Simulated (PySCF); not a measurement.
PySCF 2.14 output of an unrestricted PBE0 calculation on a single atom or ion in aug-cc-pVTZ (8s7p5d3f2g, 93 functions), with the non-relativistic Hamiltonian (point nucleus):

```
SCF conv_tol = 1e-09
number electrons alpha = 12  beta = 10
    C. Adamo and V. Barone.,  J. Chem. Phys. 110, 6158 (1999)
    M. Ernzerhof and G. E. Scuseria.,  J. Chem. Phys. 110, 5029 (1999)
cycle= 1 E= -848.862004380355  delta_E= -0.00636  |g|= 0.0163  |ddm|= 2.66
cycle= 2 E= -848.862381572694  delta_E= -0.000377  |g|= 0.00979  |ddm|= 0.608
cycle= 3 E= -848.862388749389  delta_E= -7.18e-06  |g|= 0.00819  |ddm|= 0.236
cycle= 4 E= -848.862090226534  delta_E= 0.000299  |g|= 0.00184  |ddm|= 0.118
cycle= 5 E= -848.862081467936  delta_E= 8.76e-06  |g|= 0.000877  |ddm|= 0.0749
cycle= 6 E= -848.862078474391  delta_E= 2.99e-06  |g|= 0.00017  |ddm|= 0.0439
cycle= 7 E= -848.862078589995  delta_E= -1.16e-07  |g|= 5.4e-05  |ddm|= 0.0344
cycle= 8 E= -848.862078626394  delta_E= -3.64e-08  |g|= 2.92e-05  |ddm|= 0.00858
cycle= 9 E= -848.86207863724  delta_E= -1.08e-08  |g|= 1.47e-05  |ddm|= 0.00133
cycle= 10 E= -848.862078649334  delta_E= -1.21e-08  |g|= 3.69e-06  |ddm|= 0.00168
cycle= 11 E= -848.862078649738  delta_E= -4.04e-10  |g|= 3.46e-07  |ddm|= 0.000396
converged SCF energy = -848.862078649738  <S^2> = 2.0013417  2S+1 = 3.0008943
```

The run itself started from symmetry-adapted Hartree-Fock orbitals and held the occupation by maximum overlap, on a logarithmic radial grid, so the iterations belong to that start.

Task: Which element, charge and spin multiplicity is this?

Result: Ti (titanium, neutral), multiplicity 3; the state was [Ar] 3d1 4s2 5s1, high-spin 3D determinant (an excited configuration).

The outer electron is Rydberg-like, and this basis confines it to a smaller radius and binds it less than a complete one would.
